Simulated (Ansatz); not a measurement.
Consider the hydrogenolysis of the In–Si bond: `C#[C][In]([SiH3])[Cl]` + H₂ → `C#[C][InH][Cl]` + SiH₄.

Gas-phase electronic energies from Ansatz, PBE0-D4/def2-TZVP geometries. CCSD(T)/CBS is the MP2 limit (def2-TZVPP, def2-QZVPP) plus CCSD(T) − MP2 in def2-TZVPP, frozen cores. This one scheme is used for every species. Functionals use def2-TZVPP. B3LYP here is the variant with VWN-RPA as its local correlation; programs differ in this. def2 core potentials past Kr. For In outer-core shells are correlated without core-valence functions, which leaves a few kJ/mol of doubt a bond.

`C#[C][In]([SiH3])[Cl]`:

```xyz
9

C     3.159   -0.438    0.585
C     2.056    0.022    0.404
In    0.127    0.735    0.079
Si   -2.067   -0.465   -0.417
Cl    0.051    3.073    0.179
H     4.138   -0.831    0.746
H    -3.208    0.389   -0.004
H    -2.117   -1.762    0.307
H    -2.138   -0.721   -1.880
```

H₂:

Z-matrix (Å, degrees):
```
H
H 1 0.746
```

`C#[C][InH][Cl]`:

```xyz
6

C    -1.516   -0.796    1.041
C    -0.642   -0.323    0.354
In    0.834    0.484   -0.854
Cl    2.749    1.077    0.331
H    -2.283   -1.213    1.654
H     0.859    0.770   -2.525
```

SiH₄:

```xyz
5

Si    0.000    0.000    0.000
H    -0.545   -1.302    0.460
H    -0.135    0.099   -1.475
H     1.434    0.097    0.373
H    -0.754    1.106    0.642
```

| level | ΔE (kJ/mol) | difference from CCSD(T)/CBS |
| --- | --- | --- |
| revPBE-D4 | 27.2 | 7.4 |
| B97M-V | 7.1 | -12.7 |
| PBE0-D4 | 21.8 | 2.0 |
| B3LYP-D4 | 17.6 | -2.2 |
| ωB97X-V | 11.8 | -8.0 |
| B2PLYP | 13.0 | -6.8 |
| BLYP | 13.8 | -6.0 |
| r2SCAN0 | 16.3 | -3.5 |
| HF/def2-SVP | -11.5 | -31.3 |
| MP2/def2-TZVPP | 21.0 | 1.2 |
| CCSD/def2-TZVPP | 9.7 | -10.1 |
| CCSD(T)/def2-TZVPP | 14.3 | -5.5 |
| MP2/def2-QZVPP | 23.9 | 4.1 |
| HF/CBS(def2) | -12.5 | -32.3 |
| MP2/CBS(def2) | 26.4 | 6.6 |
| CCSD/CBS(def2) | 15.1 | -4.7 |
| CCSD(T)/CBS | 19.8 | 0 |

(1) What do rigid-rotor, harmonic-oscillator terms from PBE0-D4/def2-TZVP frequencies (298.15 K, 1 bar) make of the CCSD(T)/CBS value? (An estimate is asked.)

Largest T1 diagnostic among the species: 0.014.

Answers

(1) The calculation gave: ΔZPE = +7.2 kJ/mol, ΔH = +21.0 kJ/mol, ΔS = -4 J/(mol·K), ΔG = +22.1 kJ/mol. Modes under 50 cm⁻¹ make the entropy rough.

From BLYP to BHLYP (50 % exact exchange), in def2-TZVPP and without D4, ΔE moves by −10.8 kJ/mol. Leaving LDA and LC-ωPBE aside and taking each functional with its dispersion term where it has one, the values, not all of them listed here, spread over 20.4 kJ/mol, from B97M-V to PBE-D4. At CCSD(T), def2-SVP lies −11.5 kJ/mol from the extrapolated value and def2-TZVPP −5.5 kJ/mol.

CCSD(T)/CBS has its own doubt, a few kJ/mol and more with outer-core shells, so smaller differences from it don't rank the levels.
